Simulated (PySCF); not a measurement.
Al(F)(Cl)(OEt) (C2H5AlClFO), SMILES CC[O][Al]([F])[Cl].

The structure is a stationary point at B3LYP-D3(BJ)/def2-SVP. Other conformers were not sampled.

Level of theory: TDA-LC-ωPBE/def2-SVPD in PySCF 2.14.0.

Vertical excitations. Isolated molecule, no solvent.

Computed excitation energies, oscillator strengths and character:
| state | energy (eV) | λ (nm) | f | main pairs |
|---|---|---|---|---|
| S1 | 7.15 | 173 | 0.007 | HOMO→LUMO 69 % |
| S2 | 7.40 | 167 | 0.006 | HOMO−1→LUMO 69 % |
| S3 | 8.03 | 154 | 0.046 | HOMO−2→LUMO 76 % |
| S4 | 8.09 | 153 | 0.009 | HOMO→LUMO+1 51 %, HOMO−1→LUMO+1 36 % |
| S5 | 8.16 | 152 | 0.078 | HOMO−3→LUMO 76 % |
| S6 | 8.41 | 147 | 0.122 | HOMO−1→LUMO+1 51 %, HOMO→LUMO+1 32 % |
| S7 | 8.74 | 142 | 0.000 | HOMO−2→LUMO+1 86 % |
| S8 | 9.07 | 137 | 0.020 | HOMO→LUMO+2 65 % |
| S9 | 9.22 | 134 | 0.025 | HOMO−3→LUMO+1 58 %, HOMO−6→LUMO 9 % |
| S10 | 9.42 | 132 | 0.040 | HOMO−1→LUMO+2 72 % |
| T1 | 6.77 | 183 | 0 | HOMO→LUMO 64 % |
| T2 | 7.05 | 176 | 0 | HOMO−1→LUMO 64 % |
| T3 | 7.49 | 165 | 0 | HOMO→LUMO+1 63 %, HOMO−1→LUMO+1 18 % |
| T4 | 7.62 | 163 | 0 | HOMO−2→LUMO 71 % |
Triplets are in the Tamm–Dancoff approximation.
